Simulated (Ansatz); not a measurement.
Species: sum formula GaOH, charge 1, multiplicity 2. 
Structure (B3LYP-D3(BJ)/def2-TZVP (Ansatz, a quantum-chemistry and plane-wave program) minimum search):
```
O
H 1 0.9772
Ga 1 1.7959 2 116.73
```
Charge +1, spin multiplicity 2.

Basis-set convergence of Hartree-Fock and MP2 correlation energies (hartree) with Ansatz. Valence correlation only, unless marked. Open shells are spin-unrestricted. No spin-orbit coupling. Frozen are the shells of the preceding noble gas and the d and f shells that filled before the atom's block. No relativistic terms.

```json
[
 {"basis": "cc-pVDZ", "functions": "46", "E(HF)": "-1998.38766", "E(corr, MP2)": "-0.21842"},
 {"basis": "cc-pVTZ", "functions": "87", "E(HF)": "-1998.48772", "E(corr, MP2)": "-0.27684"},
 {"basis": "cc-pVQZ", "functions": "153", "E(HF)": "-1998.49720", "E(corr, MP2)": "-0.29805"}
]
```

Extrapolating the two largest sets (X = 3 and 4) as X^-3: E(corr) = (64·(-0.29805) - 27·(-0.27684))/37 = -0.3135 Eh, an estimate of the basis-set limit. The largest set recovers 95.1 % of it, the smallest 69.7 %.
